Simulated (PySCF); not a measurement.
## Radial density of Ne⁺ (neon, charge +1)

B3LYP, [He] 2s2 2p5, 2P determinant. Computed with PySCF 2.14 in jorge-DZP-DKH (4s2p1d, 15 functions), with the spin-free X2C one-electron Hamiltonian (Gaussian nucleus).

```tsv
r (bohr)	4πr²ρ (e/bohr)	4πr²(ρα − ρβ)
0.00228	0.04104	0.0000
0.00384	0.1133	0.0000
0.00645	0.3023	0.0000
0.0109	0.7654	0.0000
0.0183	1.846	0.0000
0.0307	4.040	0.0004
0.0516	7.520	0.0039
0.0869	10.62	0.0247
0.146	9.736	0.1165
0.246	5.675	0.3952
0.413	5.972	0.9057
0.695	7.554	1.0729
1.17	3.646	0.4910
1.97	0.4899	0.0533
3.31	0.01392	0.0017
```

Densities and radii are taken from the X2C orbitals without a picture-change correction, which distorts them close to the nucleus.
